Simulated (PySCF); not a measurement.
Molfile (atoms numbered from 1):
```
CHClF4Si
     RDKit          3D

  8  7  0  0  0  0  0  0  0  0999 V2000
   -0.5713    1.2334   -0.5821 F   0  0  0  0  0  0  0  0  0  0  0  0
   -0.7519    0.2317    0.3141 C   0  0  2  0  0  0  0  0  0  0  0  0
    0.4206   -1.0803    0.0316 Cl  0  0  0  0  0  0  0  0  0  0  0  0
   -2.4816   -0.4887    0.1431 Si  0  0  0  0  0  4  0  0  0  0  0  0
   -2.6982   -1.6395    1.2276 F   0  0  0  0  0  0  0  0  0  0  0  0
   -2.7223   -1.0853   -1.3150 F   0  0  0  0  0  0  0  0  0  0  0  0
   -3.5704    0.6506    0.4076 F   0  0  0  0  0  0  0  0  0  0  0  0
   -0.5516    0.6171    1.3273 H   0  0  0  0  0  0  0  0  0  0  0  0
  1  2  1  0
  2  3  1  0
  2  4  1  0
  4  5  1  0
  4  6  1  0
  4  7  1  0
  2  8  1  1
M  END
```

Geometry: PBE0-D3(BJ)/def2-SVP; GIAO shifts from PySCF, gas phase, non-relativistic, averaged over equivalent atoms.

At PBE0/def2-SVP (111 basis functions, 7.5 s wall time on 1 thread of an Arm Neoverse V2, shared host):
```tsv
atoms	δ (ppm)
F5/F6/F7	-122.7
F1	-182.0
C2	90.8
Cl3	162.0
Si4	-78.8
H8	5.62
```

Scale: 19F (214.64 ppm) vs CFCl3; 13C (193.72 ppm) and 29Si (407.17 ppm) and 1H (31.34 ppm) against TMS; 35Cl (968.34 ppm) vs HCl (reference shieldings calculated alike).

Question: Estimate the result of repeating the calculation with KT2/pcSseg-2.

Answer: 
```csv
atoms,δ at KT2/pcSseg-2,change
F5/F6/F7,-178.4,-55.7
F1,-212.1,-30.1
C2,99.8,+9.0
Cl3,228.5,+66.5
Si4,-77.7,+1.1
H8,6.53,+0.91
```

Shifts are taken against calculated references (same method and geometry level): CFCl3 for 19F (σref 136.34); TMS for 13C (σref 182.28) and 29Si (σref 350.99) and 1H (σref 31.18); 35Cl (σref 942.53) vs HCl.

The largest change is at Cl3 (chlorine bonded to C). Cost: 280 basis functions, 48 s wall time on 1 thread of an Arm Neoverse V1, shared host.

Carbons that carry Cl, above all several Cl atoms, come out too deshielded, partly because spin–orbit coupling is missing. Unscaled 19F shifts against computed CFCl3 carry errors that often reach 10 to 50 ppm.
